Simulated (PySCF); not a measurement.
**Threshold energies of ZnO in a plasma**

PBE in PySCF with def2-SVPD on every atom, for the lowest determinant that a PBE0 search found; no spin–orbit coupling.

```json
{"species": "ZnO", "state (unpaired electrons)": "triplet (σ ↑, π ↑)", "Re (Å)": "1.880", "ωe (cm⁻¹)": "510", "energy of the minimum from the neutral (eV)": "0.00", "De (eV)": "2.09", "dissociates to": "Zn + O"}
{"species": "ZnO⁺", "state (unpaired electrons)": "doublet (π ↑)", "Re (Å)": "1.813", "ωe (cm⁻¹)": "609", "energy of the minimum from the neutral (eV)": "8.91", "De (eV)": "2.22", "dissociates to": "Zn⁺ + O"}
{"species": "ZnO⁻", "state (unpaired electrons)": "doublet (σ ↑)", "Re (Å)": "1.773", "ωe (cm⁻¹)": "639", "energy of the minimum from the neutral (eV)": "-2.40", "De (eV)": "2.69", "dissociates to": "Zn + O⁻"}
```

**Question.** Work out the lowest energy to break ZnO into atoms, from its vibrational ground state.

**Answer.** D0 = De − ωe/2 = 2.09 − 0.03 = 2.06 eV (PBE/def2-SVPD).

**Question.** Work out the ionisation energy of the Zn atom at this level and the threshold of dissociative ionisation.

**Answer.** IE(Zn) = 8.91 + 2.22 − 2.09 = 9.04 eV, so Zn⁺ + O + e⁻ appears at D0 + IE(Zn) = 11.10 eV (PBE/def2-SVPD). The measured IE(Zn) is 9.394 eV (NIST ASD).

**Question.** Work out the electron affinity of the O atom and the threshold of dissociative attachment.

**Answer.** EA(O) = 2.09 − 2.69 − (-2.40) = 1.80 eV, so Zn + O⁻ needs D0 − EA(O) = 0.26 eV (PBE/def2-SVPD). The measured EA(O) is 1.461 eV.

**Question.** At which energy does ion-pair formation open?

**Answer.** Zn⁺ + O⁻ lies at D0 + IE(Zn) − EA(O) = 9.30 eV (PBE/def2-SVPD).

These are thermodynamic thresholds; the onsets seen under electron impact lie higher where the geometry changes, and cross-sections peak well above them.

For an ion De counts to the pair picked by the measured ionisation energies or electron affinities, which need not be the lowest pair at this level. Counting both spins, an empty level lies below a filled one in some of these solutions, because spin and occupation are held. The highest Kohn–Sham level is positive in this anion. Much of that is self-interaction error, but it also means that the finite basis helps to hold the extra electron. States were picked by a PBE0 search and need not be the measured ground states.
